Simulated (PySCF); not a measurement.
CuCl₂, SMILES [Cl][Cu-][Cl], charge -1, multiplicity 1.

Geometry optimised at ωB97X-D3(BJ)/def2-SVPD. The spin state was assumed, not searched.

All values below come from CAM-B3LYP/def2-TZVPD (PySCF).

The molecule is in vacuum.

Computed frontier levels, gap, dipole moment and polarisability:
The highest occupied level is -3.86 eV and the lowest empty level is 3.85 eV. The orbital gap comes out as 7.71 eV. The dipole moment about the centre of nuclear charge comes out as 0.00 D and the mean static polarisability is 64.0 bohr³ (9.48 Å³). The polarisability, principal values is 55.2, 55.2, 81.4 bohr³.
